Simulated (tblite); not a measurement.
A geometry optimisation, step by step.

Species: C5H13BSSi.
Numbering: `[CH2:1]=[CH:2][S:3][SiH2:4][CH2:5][B:6]([CH3:7])[CH3:8]` (hydrogens: H9, H10 on C1; H11 on C2; H12, H13 on Si4; H14, H15 on C5; H16, H17, H18 on C7; H19, H20, H21 on C8)

Computed with GFN2-xTB (tblite), gas phase: L-BFGS steps from a force-field or distance-geometry start until the largest atomic force falls under 0.01 eV/Å. 8 of its 192 geometries are shown.

Step 0: E = -639.3105 eV, largest atomic force 1.684 eV/Å
```
atom  x, y, z in Å  |  force x, y, z in eV/Å
C1      4.435    0.816   -0.448    0.038  -0.565   0.766
C2      3.889   -0.295    0.035    0.118   0.327   0.305
S3      2.521   -1.136   -0.773    0.446   0.073   0.174
Si4     0.799   -0.699    0.456    0.461   0.333   0.787
C5     -0.793   -0.780   -0.507   -0.605  -0.207  -1.051
B6     -1.971   -0.032    0.245   -0.235  -0.058  -1.667
C7     -2.064    1.545    0.066    0.392   0.184   1.202
C8     -3.301   -0.840    0.481   -0.101  -0.510   0.227
H9      4.098    1.301   -1.340   -0.031   0.054  -0.128
H10     5.255    1.251    0.122   -0.204   0.021  -0.430
H11     4.308   -0.719    0.969   -0.633  -0.018  -0.738
H12     0.717   -1.616    1.626    0.166   0.195  -0.327
H13     0.991    0.684    0.950    0.145  -0.267  -0.052
H14    -1.040   -1.859   -0.703    0.238   0.950   0.005
H15    -0.699   -0.252   -1.510    0.146  -0.763   1.066
H16    -2.887    1.907    0.729    0.618   0.194  -0.836
H17    -1.106    2.038    0.408   -1.092  -0.297  -0.594
H18    -2.257    1.798   -0.998    0.104   0.002   0.911
H19    -3.104   -1.944    0.517   -0.493   0.966   0.155
H20    -3.840   -0.504    1.388    0.099  -0.434  -0.592
H21    -3.956   -0.647   -0.406    0.424  -0.182   0.817
```

Step 27: E = -639.8309 eV, largest atomic force 0.109 eV/Å
```
atom  x, y, z in Å  |  force x, y, z in eV/Å
C1      4.387    0.777   -0.417    0.010   0.032  -0.031
C2      3.766   -0.288    0.049   -0.020   0.003   0.020
S3      2.434   -1.068   -0.819    0.012   0.029  -0.042
Si4     0.798   -0.612    0.521   -0.073  -0.016  -0.079
C5     -0.750   -0.758   -0.569    0.002   0.033   0.019
B6     -2.022   -0.048    0.015    0.005  -0.011   0.025
C7     -2.064    1.531    0.071   -0.006  -0.060   0.010
C8     -3.288   -0.872    0.472    0.055   0.023  -0.020
H9      4.091    1.241   -1.343   -0.013  -0.045  -0.004
H10     5.216    1.229    0.100    0.001  -0.045   0.045
H11     4.039   -0.782    0.969    0.010   0.025   0.022
H12     0.826   -1.564    1.631   -0.013  -0.030   0.032
H13     1.072    0.728    1.035    0.003   0.039  -0.004
H14    -0.909   -1.820   -0.768   -0.012   0.016  -0.014
H15    -0.489   -0.295   -1.522    0.040   0.000  -0.025
H16    -2.839    1.917    0.729   -0.017   0.034  -0.013
H17    -1.115    1.958    0.388    0.008   0.021  -0.034
H18    -2.265    1.932   -0.923    0.010  -0.009   0.034
H19    -3.111   -1.936    0.605    0.011   0.013   0.050
H20    -3.731   -0.475    1.384   -0.006  -0.061  -0.007
H21    -4.055   -0.778   -0.299   -0.007   0.011   0.017
```

Step 55: E = -639.8887 eV, largest atomic force 0.123 eV/Å
```
atom  x, y, z in Å  |  force x, y, z in eV/Å
C1      4.519    0.627   -0.312   -0.017  -0.023  -0.056
C2      3.613   -0.220    0.139    0.108   0.009   0.058
S3      2.405   -0.969   -0.906    0.019   0.059   0.003
Si4     0.682   -0.582    0.337   -0.013  -0.006  -0.015
C5     -0.829   -0.619   -0.806   -0.062   0.007   0.013
B6     -2.041   -0.009   -0.022   -0.007  -0.043  -0.016
C7     -2.140    1.567    0.016   -0.002   0.006   0.000
C8     -3.084   -0.965    0.682    0.031   0.003  -0.050
H9      4.531    0.914   -1.352    0.058  -0.003   0.064
H10     5.272    1.050    0.333   -0.061  -0.030  -0.047
H11     3.570   -0.532    1.173   -0.027  -0.002  -0.041
H12     0.668   -1.583    1.404   -0.030  -0.048   0.020
H13     0.926    0.727    0.944    0.011   0.030  -0.002
H14    -0.980   -1.653   -1.125   -0.002   0.074  -0.013
H15    -0.581   -0.029   -1.691    0.031  -0.077   0.034
H16    -2.837    1.985    0.738   -0.044  -0.080   0.011
H17    -1.162    2.004    0.211   -0.005   0.024   0.019
H18    -2.431    1.946   -0.963   -0.055  -0.019  -0.007
H19    -2.688   -1.964    0.858    0.000   0.036   0.031
H20    -3.473   -0.583    1.624    0.026   0.027  -0.034
H21    -3.948   -1.095    0.026    0.040   0.054   0.028
```

Step 82: E = -639.9300 eV, largest atomic force 0.136 eV/Å
```
atom  x, y, z in Å  |  force x, y, z in eV/Å
C1      4.720    0.422   -0.210    0.003  -0.025  -0.002
C2      3.583   -0.133    0.175    0.092   0.082  -0.058
S3      2.410   -0.755   -0.979   -0.020   0.018  -0.032
Si4     0.622   -0.557    0.217    0.033   0.046  -0.001
C5     -0.870   -0.507   -0.954   -0.025  -0.024   0.048
B6     -2.052    0.029   -0.084    0.010   0.051   0.027
C7     -2.359    1.576   -0.042    0.003   0.014  -0.001
C8     -2.884   -0.966    0.810    0.019  -0.030   0.020
H9      4.968    0.522   -1.255   -0.013  -0.027   0.097
H10     5.440    0.784    0.506   -0.031  -0.018  -0.022
H11     3.304   -0.239    1.212    0.022  -0.026  -0.043
H12     0.617   -1.693    1.144   -0.037   0.037   0.010
H13     0.817    0.688    0.971   -0.033  -0.054  -0.012
H14    -1.038   -1.522   -1.312    0.037  -0.028  -0.028
H15    -0.628    0.111   -1.820    0.015   0.001   0.068
H16    -3.041    1.852    0.759   -0.007   0.059  -0.038
H17    -1.450    2.165    0.075   -0.033  -0.033  -0.019
H18    -2.808    1.905   -0.979   -0.001  -0.006   0.028
H19    -2.369   -1.898    1.020    0.049  -0.061  -0.011
H20    -3.188   -0.532    1.761   -0.014   0.021  -0.006
H21    -3.804   -1.234    0.292   -0.069   0.007  -0.025
```

Step 109: E = -639.9600 eV, largest atomic force 0.041 eV/Å
```
atom  x, y, z in Å  |  force x, y, z in eV/Å
C1      4.908    0.161   -0.168   -0.001  -0.037   0.010
C2      3.636   -0.028    0.138   -0.013   0.022  -0.006
S3      2.378   -0.243   -1.071    0.019   0.012   0.011
Si4     0.651   -0.418    0.218   -0.005   0.015  -0.024
C5     -0.871   -0.392   -0.912    0.018   0.004   0.008
B6     -2.100    0.049   -0.054   -0.027  -0.010   0.004
C7     -2.585    1.549   -0.120    0.002  -0.005  -0.001
C8     -2.832   -1.000    0.867    0.001   0.011   0.003
H9      5.242    0.179   -1.190    0.003   0.004  -0.004
H10     5.652    0.290    0.600   -0.012   0.007  -0.016
H11     3.283   -0.048    1.157    0.016  -0.016   0.007
H12     0.788   -1.672    0.961    0.005  -0.023   0.032
H13     0.750    0.699    1.162   -0.024   0.014  -0.017
H14    -0.984   -1.399   -1.314    0.025   0.003  -0.009
H15    -0.666    0.276   -1.749    0.011  -0.004  -0.021
H16    -3.260    1.839    0.683    0.000  -0.009  -0.007
H17    -1.750    2.248   -0.125   -0.007  -0.012  -0.001
H18    -3.117    1.716   -1.058    0.006   0.001   0.028
H19    -2.285   -1.929    1.007    0.032   0.002  -0.025
H20    -3.054   -0.594    1.852   -0.030   0.002   0.014
H21    -3.794   -1.265    0.426   -0.018   0.019   0.014
```

Step 136: E = -639.9659 eV, largest atomic force 0.032 eV/Å
```
atom  x, y, z in Å  |  force x, y, z in eV/Å
C1      4.927    0.102   -0.186   -0.004  -0.011   0.003
C2      3.656   -0.039    0.150    0.011   0.016  -0.016
S3      2.364   -0.122   -1.038    0.002  -0.008   0.000
Si4     0.640   -0.321    0.251   -0.001   0.013  -0.018
C5     -0.860   -0.388   -0.908    0.010  -0.012   0.008
B6     -2.112    0.029   -0.072    0.024   0.015   0.006
C7     -2.598    1.529   -0.118   -0.004   0.000  -0.002
C8     -2.847   -1.027    0.839    0.001   0.011  -0.008
H9      5.228    0.167   -1.217   -0.001   0.001   0.003
H10     5.703    0.154    0.559   -0.023  -0.004   0.004
H11     3.328   -0.105    1.175    0.000  -0.007   0.009
H12     0.826   -1.536    1.047   -0.007  -0.010  -0.001
H13     0.660    0.832    1.155    0.014   0.019  -0.007
H14    -0.924   -1.408   -1.289    0.011   0.007  -0.003
H15    -0.660    0.266   -1.758   -0.016  -0.011   0.025
H16    -3.264    1.813    0.693    0.005  -0.013  -0.005
H17    -1.761    2.226   -0.126   -0.014   0.002  -0.004
H18    -3.140    1.705   -1.048   -0.003   0.013   0.001
H19    -2.318   -1.973    0.930   -0.021   0.003  -0.003
H20    -3.021   -0.642    1.843    0.002  -0.013  -0.004
H21    -3.834   -1.245    0.431    0.013  -0.010   0.010
```

Step 164: E = -639.9737 eV, largest atomic force 0.024 eV/Å
```
atom  x, y, z in Å  |  force x, y, z in eV/Å
C1      4.948    0.019   -0.141   -0.018  -0.003  -0.002
C2      3.669   -0.144    0.150    0.019   0.012  -0.001
S3      2.409   -0.249   -1.070   -0.022  -0.008  -0.003
Si4     0.661   -0.129    0.198   -0.012   0.005  -0.015
C5     -0.852   -0.334   -0.925   -0.005   0.001  -0.012
B6     -2.118    0.014   -0.077    0.019  -0.002   0.006
C7     -2.666    1.493   -0.078    0.005  -0.018   0.002
C8     -2.818   -1.087    0.809   -0.003   0.006   0.007
H9      5.286    0.108   -1.159   -0.008  -0.011   0.002
H10     5.693    0.065    0.634    0.001   0.004  -0.003
H11     3.314   -0.232    1.165    0.004  -0.003   0.017
H12     0.791   -1.188    1.201    0.000  -0.010   0.004
H13     0.730    1.172    0.869    0.002   0.004   0.005
H14    -0.851   -1.361   -1.292    0.012   0.007   0.006
H15    -0.717    0.319   -1.788    0.007   0.006   0.008
H16    -3.315    1.722    0.765    0.000   0.014  -0.015
H17    -1.867    2.232   -0.101   -0.009  -0.010   0.000
H18    -3.253    1.660   -0.982   -0.010   0.008   0.007
H19    -2.335   -2.061    0.776   -0.009   0.005  -0.012
H20    -2.862   -0.776    1.852    0.012   0.003   0.009
H21    -3.855   -1.223    0.503    0.015  -0.011  -0.009
```

Step 191: E = -639.9772 eV, largest atomic force 0.009 eV/Å
```
atom  x, y, z in Å  |  force x, y, z in eV/Å
C1      4.950   -0.124   -0.103    0.006  -0.001  -0.004
C2      3.659   -0.150    0.178   -0.003   0.003   0.000
S3      2.412   -0.232   -1.057   -0.004  -0.003  -0.002
Si4     0.652   -0.027    0.181   -0.004  -0.005  -0.003
C5     -0.845   -0.230   -0.963    0.005   0.001   0.008
B6     -2.118    0.030   -0.097   -0.005  -0.004  -0.002
C7     -2.776    1.463   -0.092   -0.001   0.002  -0.006
C8     -2.706   -1.115    0.815    0.006  -0.002  -0.001
H9      5.303   -0.145   -1.119    0.001  -0.001  -0.005
H10     5.690   -0.083    0.677    0.002   0.001   0.003
H11     3.288   -0.131    1.191   -0.002   0.004   0.005
H12     0.747   -1.065    1.211   -0.002   0.003   0.001
H13     0.736    1.289    0.820    0.000  -0.002   0.000
H14    -0.802   -1.240   -1.374    0.000   0.003   0.004
H15    -0.731    0.465   -1.795    0.002  -0.001   0.004
H16    -3.395    1.664    0.780    0.004  -0.001   0.002
H17    -2.040    2.261   -0.176    0.002  -0.001   0.006
H18    -3.425    1.562   -0.963   -0.004  -0.002  -0.002
H19    -2.206   -2.074    0.702   -0.002  -0.001  -0.002
H20    -2.634   -0.830    1.865    0.001  -0.001  -0.001
H21    -3.767   -1.272    0.627   -0.001   0.008  -0.005
```

Task: Summarise the path.

Result: The energy falls by 0.6668 eV from step 0 to step 191; nine tenths of that is first reached at step 65. It rises by more than 0.2 meV at step 51. The largest force goes from 1.684 to 0.009 eV/Å. Among the bonds C5–H15 changes most, from 1.137 to 1.090 Å; the atoms move by 1.009 Å rms after alignment.

Task: Follow the three bonds and two angles with the largest change from start to end.

Result: 
```
step  E above end (eV)  largest force (eV/Å)  C5–H15 (Å)  C7–H17 (Å)  C2–S3 (Å)  B6–C5–H15 (°)  B6–C7–H16 (°)
   0            0.6668                 1.684       1.137       1.131      1.797          105.1          107.4
   8            0.2127                 0.207       1.092       1.091      1.784          108.3          115.6
  17            0.1592                 0.128       1.092       1.088      1.777          109.7          114.2
  25            0.1486                 0.089       1.091       1.087      1.774          108.9          113.4
  33            0.1404                 0.058       1.092       1.088      1.769          110.7          114.0
  42            0.1281                 0.127       1.091       1.088      1.770          111.3          114.3
  50            0.1016                 0.131       1.090       1.091      1.761          111.9          115.4
  58            0.0794                 0.106       1.091       1.089      1.762          112.5          116.0
  66            0.0632                 0.111       1.090       1.089      1.763          113.6          114.4
  75            0.0551                 0.090       1.089       1.089      1.763          113.9          113.9
  83            0.0453                 0.110       1.090       1.089      1.760          114.7          113.0
  91            0.0332                 0.060       1.089       1.089      1.759          114.5          114.0
 100            0.0239                 0.055       1.090       1.090      1.759          114.1          114.4
 108            0.0179                 0.064       1.090       1.089      1.758          113.3          114.4
 116            0.0155                 0.028       1.090       1.089      1.757          113.2          114.4
 125            0.0136                 0.037       1.090       1.089      1.757          113.2          114.1
 133            0.0120                 0.030       1.090       1.089      1.758          113.4          114.5
 141            0.0106                 0.021       1.090       1.089      1.758          113.5          114.2
 149            0.0097                 0.028       1.090       1.089      1.756          113.8          114.2
 158            0.0060                 0.067       1.090       1.088      1.757          113.5          113.9
 166            0.0034                 0.015       1.090       1.089      1.757          113.4          113.9
 174            0.0028                 0.033       1.090       1.089      1.757          113.4          114.1
 183            0.0006                 0.033       1.090       1.089      1.757          113.7          113.9
 191            0.0000                 0.009       1.090       1.089      1.757          113.7          114.0
```

What follows is the cost of the whole relaxation. On Arm Neoverse V2, one thread (shared host), this took 1.6 s wall.
